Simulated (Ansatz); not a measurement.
Z-matrix (Å, degrees):
```
Ge
Cl 1 2.137
Cl 1 2.137 2 106.8
O 1 1.752 2 109.7 3 -118.8
H 1 1.521 2 111.2 3 121.6
H 4 0.961 1 113.6 2 58.9
```

The species carries charge 0 and has multiplicity 1.

Task: List the PBE/def2-TZVPP orbital energies in eV (Ansatz). (Best estimate.)

Result: Ansatz gave: Occupied: -10806.41, -2739.22, -2739.22, -1339.64, -1193.08, -1193.07, -1193.04, -510.98, -249.79, -249.79, -190.50, -190.49, -190.31, -190.31, -190.30, -190.30, -164.34, -115.82, -115.79, -115.71, -31.73, -31.66, -31.58, -31.53, -31.53, -25.29, -20.93, -20.34, -14.59, -12.08, -10.28, -10.24, -9.28, -8.34, -8.24, -8.02, -7.95, -7.70. Lowest empty: -1.79, -0.63, -0.30, 0.72, 1.16, 3.84, 4.28, 4.43.
